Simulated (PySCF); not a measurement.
**Working with the constants of ZnSe⁺**

PBE0 constants of ZnSe⁺, ²Π (doublet), unpaired electrons π ↑ (PySCF, no relativity, basis sets Zn pcseg-1, Se pcseg-1; masses 63.9291 and 79.9165 u):

```
ωe             : 290.2 cm⁻¹
ωexe           : 1.01 cm⁻¹
Be             : 0.090948 cm⁻¹
αe             : 0.000416 cm⁻¹
De to Zn⁺ + Se : 2.06 eV
```

Problem. What force constant and bond length do these constants imply?

Solution. Reduced mass μred = 35.517 u; k = 5.8918×10⁻⁷·μred·ωe² (u, cm⁻¹, mdyn/Å) = 1.76 mdyn/Å; Re = √(16.8576/(μred·Be)) (u, cm⁻¹, Å) = 2.284 Å.

Problem. Estimate the centrifugal constant D from the Kratzer relation and find the Dunham coefficient a1.

Solution. D = 4Be³/ωe² = 3.57e-08 cm⁻¹; a1 = −1 − αeωe/(6Be²) = -3.43.

Spin–orbit coupling is left out. For an ion De counts to the pair picked by the measured ionisation energies or electron affinities, which need not be the lowest pair at this level. The state is the lowest determinant that a PBE0 search found; another state may lie lower at other levels.
